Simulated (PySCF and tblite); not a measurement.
The numbers below are computed, except where a source is named.
C4H4FN3, numbered as in [H]/[N:1]=[CH:2]\[c:3]1[cH:4][n:5][c:6]([F:7])[nH:8]1.

Conformers came from 60 starts (ETKDG and KDG, MMFF94s, GFN2-xTB); geometries are GFN2-xTB. Weights use PBE0-D3(BJ)/def2-SVP (IEF-PCM, chloroform) energies plus GFN2-xTB zero-point and thermal terms (modes under about 100 cm⁻¹ blended into free rotors). Symmetry numbers and mirror images are counted. Conformers within 3 kcal/mol (GFN2-xTB free energy) were kept, 10 at most. GIAO shieldings: KT2/pcSseg-1 (IEF-PCM, chloroform). Shifts are against TMS (¹H), TMS (¹³C) at the same level. Programs: PySCF with density fitting and tblite.

Torsions listed: N1–C2–C3–N8.

```
conformer  shape  symmetry  E(GFN2) kcal/mol  E(DFT) kcal/mol
        1     0°        Cs              0.78             0.00
        2   180°        Cs              0.00             0.78
```

Q: How much do the weights at 298.15 K and the averaged shift of C4 depend on how the conformers are weighted?

A: 
```
                                                              weighting  1 (%)  2 (%)  δ (ppm)  rms dipole (D)
DFT energy with thermal terms, symmetry and mirror images (full scheme)     83     17    124.8            2.34
                             DFT energy with symmetry and mirror images     79     21    124.6            2.36
                                                        bare DFT energy     79     21    124.6            2.36
                        GFN2-xTB energy with symmetry and mirror images     21     79    121.4            2.71
                                                   GFN2-xTB free energy     25     75    121.7            2.68
                                                leading conformer alone    100      0    125.8            2.22
                                                          equal weights     50     50    123.0            2.54
                         full scheme, search stopped after three starts    100      0    125.8            2.22
```

The largest departure from the full scheme, 3.4 ppm, comes with: GFN2-xTB energy with symmetry and mirror images.
